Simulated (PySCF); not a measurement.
**Two-component Hartree-Fock for Nb²⁸⁺ (niobium, charge +28)**

Start: [Ne] 3s2 3p1; 3p1/2 filled at m_j = +1/2. Calculated with PySCF 2.14 in an uncontracted even-tempered set (19 s from 4.3 bohr⁻², ratio 2.4; 13 p from 5.6 bohr⁻², ratio 2.4; 5 d from 20 bohr⁻², ratio 2.6; 4 f from 30 bohr⁻², ratio 2.6): generalised Hartree-Fock with the X2C-1e Hamiltonian and a Gaussian nucleus; one run each with spin-orbit coupling (SO) switched off, then screened by Boettger's factors.

```json
{"spinor shell": "1s1/2", "electrons": "2", "ε, spin-free (eV)": "-20512.9", "ε, screened SO (eV)": "-20511.1", "weight of nominal j (screened SO)": "1.000", "rms radius, screened SO (bohr)": "0.0415"}
{"spinor shell": "2s1/2", "electrons": "2", "ε, spin-free (eV)": "-4096.7", "ε, screened SO (eV)": "-4095.9", "weight of nominal j (screened SO)": "1.000", "rms radius, screened SO (bohr)": "0.168"}
{"spinor shell": "2p1/2", "electrons": "2", "ε, spin-free (eV)": "-3806.0", "ε, screened SO (eV)": "-3875.7", "weight of nominal j (screened SO)": "1.000", "rms radius, screened SO (bohr)": "0.146"}
{"spinor shell": "2p3/2", "electrons": "4", "ε, spin-free (eV)": "-3806.0", "ε, screened SO (eV)": "-3772.1", "weight of nominal j (screened SO)": "1.000", "rms radius, screened SO (bohr)": "0.150"}
{"spinor shell": "3s1/2", "electrons": "2", "ε, spin-free (eV)": "-1563.4", "ε, screened SO (eV)": "-1563.0", "weight of nominal j (screened SO)": "1.000", "rms radius, screened SO (bohr)": "0.410"}
{"spinor shell": "3p1/2", "electrons": "1", "ε, spin-free (eV)": "-1485.7", "ε, screened SO (eV)": "-1501.5", "weight of nominal j (screened SO)": "1.000", "rms radius, screened SO (bohr)": "0.396"}
```

```tsv
quantity	spin-free	screened SO
E (hartree)	-3252.86380	-3253.79361
M_J	1/2	1/2
⟨J²⟩	1.091	0.751
⟨L²⟩	2.005	2.006
⟨S²⟩	0.752	0.754
```

Each row is a mean over spinors that exchange with the open shell spreads, by up to 9.018 eV (2p1/2).

Breit and QED terms are absent; they matter most for the inner s and p1/2 levels.

Densities and radii are taken from the X2C orbitals without a picture-change correction, which distorts them close to the nucleus.

Without spin-orbit coupling the j labels of p, d and f shells carry no meaning; the spin-free column gives the mean over the occupied spinors of each nl shell, and its ⟨J²⟩ belongs to a mixture of degenerate components.
